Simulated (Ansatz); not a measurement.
Born–Oppenheimer molecular dynamics of C2H10FN3Si (17 atoms, charge 0, multiplicity 1). It goes on from the last frame of an earlier run, with new velocities.

The calculation used RKS B3LYP-D4/STO-3G in Ansatz.

| Quantity | Value |
| --- | --- |
| ensemble | NVT, Nosé–Hoover chain |
| time step | 0.5 fs |
| steps asked | 150 |
| set temperature | 300 K |
| thermostat | time constant 100 fs, chain length 3 (defaults) |
| seed | 325668 |

Frames 0.5 fs apart, positions in Å.

Velocities at 60 fs (Å/ps):

```
Si 0.53 5.14 -0.87
N 3.10 5.05 4.47
H -10.45 -7.28 7.23
H -14.33 -4.09 -1.28
F 0.46 -1.48 -1.48
N -4.72 1.60 2.16
C 2.09 -2.09 -1.77
H 4.50 -2.85 11.28
H -2.52 8.95 -13.02
H 5.48 14.06 9.48
C 1.07 -5.18 2.21
H 1.72 -3.94 9.72
H 4.56 11.01 -2.62
H -6.08 -5.92 11.41
N -2.29 -9.31 -5.40
H -17.31 -0.13 -3.55
H 27.55 -1.64 1.15
```

```xyz
17
Properties=species:S:1:pos:R:3 time_fs=60 energy_less_start_eV=0.270 T=187
Si 0.037 0.058 0.055
N -0.141 0.168 1.770
H -0.776 -0.532 2.185
H 0.721 0.212 2.360
F 1.687 0.097 -0.140
N -0.694 1.238 -0.982
C -2.227 1.220 -0.970
H -2.565 0.156 -0.925
H -2.707 1.833 -0.172
H -2.562 1.649 -1.909
C -0.165 2.566 -1.061
H -0.486 3.010 -2.033
H -0.469 3.261 -0.223
H 0.920 2.470 -1.084
N -0.808 -1.381 -0.516
H -0.636 -2.328 -0.106
H -0.859 -1.525 -1.546
17
Properties=species:S:1:pos:R:3 time_fs=60.5 energy_less_start_eV=0.279 T=183
Si 0.037 0.060 0.055
N -0.139 0.171 1.772
H -0.781 -0.536 2.189
H 0.714 0.210 2.358
F 1.687 0.096 -0.141
N -0.697 1.239 -0.981
C -2.226 1.218 -0.971
H -2.562 0.155 -0.919
H -2.708 1.837 -0.179
H -2.559 1.656 -1.905
C -0.164 2.564 -1.060
H -0.485 3.008 -2.028
H -0.466 3.266 -0.225
H 0.917 2.468 -1.078
N -0.809 -1.385 -0.519
H -0.644 -2.328 -0.108
H -0.845 -1.526 -1.545
17
Properties=species:S:1:pos:R:3 time_fs=61 energy_less_start_eV=0.293 T=177
Si 0.038 0.062 0.054
N -0.138 0.173 1.774
H -0.787 -0.539 2.193
H 0.707 0.208 2.357
F 1.687 0.095 -0.141
N -0.700 1.239 -0.980
C -2.225 1.217 -0.972
H -2.560 0.156 -0.912
H -2.708 1.841 -0.184
H -2.558 1.664 -1.903
C -0.164 2.562 -1.059
H -0.484 3.007 -2.022
H -0.463 3.270 -0.228
H 0.917 2.466 -1.072
N -0.810 -1.390 -0.522
H -0.652 -2.327 -0.108
H -0.831 -1.526 -1.545
17
Properties=species:S:1:pos:R:3 time_fs=61.5 energy_less_start_eV=0.308 T=169
Si 0.038 0.065 0.054
N -0.137 0.176 1.777
H -0.792 -0.542 2.197
H 0.702 0.206 2.357
F 1.687 0.095 -0.142
N -0.703 1.239 -0.979
C -2.223 1.216 -0.972
H -2.557 0.157 -0.906
H -2.707 1.843 -0.189
H -2.557 1.672 -1.904
C -0.163 2.560 -1.058
H -0.482 3.007 -2.016
H -0.460 3.273 -0.232
H 0.919 2.465 -1.066
N -0.811 -1.395 -0.524
H -0.660 -2.326 -0.109
H -0.817 -1.525 -1.546
17
Properties=species:S:1:pos:R:3 time_fs=62 energy_less_start_eV=0.320 T=164
Si 0.039 0.067 0.053
N -0.136 0.178 1.779
H -0.796 -0.543 2.200
H 0.699 0.205 2.357
F 1.687 0.094 -0.143
N -0.707 1.239 -0.977
C -2.221 1.215 -0.973
H -2.554 0.160 -0.899
H -2.705 1.845 -0.194
H -2.558 1.680 -1.906
C -0.163 2.559 -1.057
H -0.481 3.008 -2.010
H -0.456 3.276 -0.237
H 0.924 2.465 -1.060
N -0.812 -1.399 -0.526
H -0.666 -2.326 -0.108
H -0.803 -1.524 -1.548
17
Properties=species:S:1:pos:R:3 time_fs=62.5 energy_less_start_eV=0.325 T=162
Si 0.040 0.069 0.053
N -0.135 0.180 1.781
H -0.798 -0.541 2.203
H 0.698 0.203 2.358
F 1.687 0.093 -0.144
N -0.711 1.239 -0.976
C -2.220 1.214 -0.974
H -2.551 0.164 -0.892
H -2.703 1.846 -0.197
H -2.558 1.687 -1.910
C -0.162 2.558 -1.056
H -0.479 3.010 -2.005
H -0.452 3.277 -0.243
H 0.929 2.465 -1.054
N -0.813 -1.403 -0.529
H -0.672 -2.326 -0.105
H -0.789 -1.524 -1.552
17
Properties=species:S:1:pos:R:3 time_fs=63 energy_less_start_eV=0.322 T=163
Si 0.040 0.070 0.052
N -0.135 0.182 1.784
H -0.799 -0.538 2.204
H 0.701 0.201 2.361
F 1.686 0.093 -0.145
N -0.715 1.238 -0.974
C -2.218 1.213 -0.975
H -2.548 0.168 -0.886
H -2.700 1.846 -0.199
H -2.559 1.694 -1.915
C -0.162 2.558 -1.055
H -0.477 3.014 -2.000
H -0.447 3.278 -0.249
H 0.936 2.466 -1.048
N -0.814 -1.407 -0.531
H -0.676 -2.328 -0.102
H -0.774 -1.523 -1.557
17
Properties=species:S:1:pos:R:3 time_fs=63.5 energy_less_start_eV=0.316 T=167
Si 0.041 0.072 0.052
N -0.136 0.184 1.786
H -0.798 -0.533 2.205
H 0.706 0.200 2.366
F 1.686 0.092 -0.146
N -0.720 1.237 -0.972
C -2.216 1.212 -0.976
H -2.546 0.171 -0.879
H -2.696 1.846 -0.200
H -2.561 1.699 -1.921
C -0.161 2.558 -1.054
H -0.474 3.018 -1.997
H -0.443 3.278 -0.256
H 0.943 2.467 -1.042
N -0.815 -1.410 -0.533
H -0.680 -2.332 -0.098
H -0.760 -1.522 -1.562
17
Properties=species:S:1:pos:R:3 time_fs=64 energy_less_start_eV=0.310 T=170
Si 0.042 0.073 0.051
N -0.136 0.186 1.788
H -0.796 -0.525 2.205
H 0.714 0.198 2.371
F 1.685 0.092 -0.147
N -0.724 1.236 -0.970
C -2.214 1.212 -0.978
H -2.544 0.175 -0.874
H -2.691 1.845 -0.200
H -2.562 1.703 -1.926
C -0.160 2.558 -1.053
H -0.472 3.023 -1.994
H -0.439 3.278 -0.261
H 0.950 2.469 -1.037
N -0.816 -1.413 -0.535
H -0.683 -2.336 -0.092
H -0.746 -1.522 -1.569
17
Properties=species:S:1:pos:R:3 time_fs=64.5 energy_less_start_eV=0.311 T=170
Si 0.042 0.074 0.051
N -0.137 0.188 1.790
H -0.793 -0.517 2.205
H 0.722 0.197 2.376
F 1.684 0.091 -0.148
N -0.729 1.234 -0.968
C -2.212 1.212 -0.979
H -2.543 0.177 -0.868
H -2.686 1.843 -0.198
H -2.563 1.704 -1.931
C -0.159 2.559 -1.052
H -0.470 3.029 -1.994
H -0.436 3.277 -0.265
H 0.957 2.471 -1.032
N -0.816 -1.416 -0.537
H -0.684 -2.341 -0.086
H -0.731 -1.522 -1.575
17
Properties=species:S:1:pos:R:3 time_fs=65 energy_less_start_eV=0.320 T=166
Si 0.043 0.074 0.050
N -0.138 0.189 1.792
H -0.789 -0.508 2.204
H 0.731 0.195 2.381
F 1.683 0.091 -0.149
N -0.734 1.232 -0.966
C -2.210 1.212 -0.981
H -2.542 0.178 -0.863
H -2.681 1.841 -0.196
H -2.564 1.704 -1.935
C -0.157 2.560 -1.052
H -0.467 3.035 -1.994
H -0.433 3.277 -0.268
H 0.962 2.474 -1.027
N -0.817 -1.418 -0.539
H -0.685 -2.346 -0.080
H -0.717 -1.523 -1.580
17
Properties=species:S:1:pos:R:3 time_fs=65.5 energy_less_start_eV=0.334 T=160
Si 0.044 0.075 0.050
N -0.139 0.191 1.794
H -0.786 -0.499 2.204
H 0.740 0.194 2.385
F 1.683 0.090 -0.150
N -0.738 1.231 -0.964
C -2.209 1.212 -0.982
H -2.542 0.179 -0.858
H -2.675 1.839 -0.192
H -2.565 1.701 -1.939
C -0.155 2.561 -1.051
H -0.464 3.042 -1.995
H -0.431 3.277 -0.270
H 0.966 2.477 -1.023
N -0.817 -1.420 -0.540
H -0.685 -2.351 -0.074
H -0.703 -1.525 -1.585
```

Of the whole run (75 fs, mean temperature of the second half 170 K): The conserved energy stayed within 0.16 meV per atom of its start (net change 0.13 meV per atom), so the integration is sound. The mean temperature of the second half is 43 % below the set value. A run of 0.075 ps of so small a system gives no equilibrium averages. Limits of this set-up: minimal basis.

Time of the run: 10 min on 1 thread of Arm Neoverse V2 (shared host), peak memory 0.14 GiB.
